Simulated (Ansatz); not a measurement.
Consider the ligand exchange at a B–C bond: `CB(N)N` + H–F → `NB(N)F` + CH₄.

Calculated with Ansatz (gas phase, PBE0-D4/def2-TZVP geometries, no zero-point term in ΔE). CCSD(T)/CBS is the MP2 limit (def2-TZVPP, def2-QZVPP) plus CCSD(T) − MP2 in def2-TZVPP, frozen cores. This one scheme is used for every species. DFT in def2-TZVPP. Each species was taken in one conformer, which may not be the lowest.

```csv
level,ΔE (kJ/mol)
revPBE-D4,-130.2
r2SCAN-D4,-146.8
r2SCANh-D4,-146.4
revPBE,-139.0
BHLYP,-156.0
SCS-MP2/def2-TZVPP,-141.6
CCSD(T)/def2-TZVPP,-138.8
HF/CBS(def2),-165.9
```

What does CCSD(T)/CBS give? (Estimate.)

The calculation gave: -134.8 kJ/mol. The listed levels differ from it by 4.6, -12.0, -11.6, -4.2, -21.2, -6.8, -4.0, -31.1 kJ/mol.

Largest T1 diagnostic among the species: 0.010.

At CCSD(T), def2-SVP lies −23.6 kJ/mol from the extrapolated value and def2-TZVPP −4.0 kJ/mol. From BLYP to BHLYP (50 % exact exchange), in def2-TZVPP and without D4, ΔE moves by −5.0 kJ/mol. The D4 term adds +5.7 kJ/mol with B3LYP and +3.2 kJ/mol with PBE0; it sums over pairs of atoms, weighted by their polarisabilities, and B3LYP, whose exchange is more repulsive, gets the larger term.

B3LYP here is the variant with VWN-RPA as its local correlation; programs differ in this.
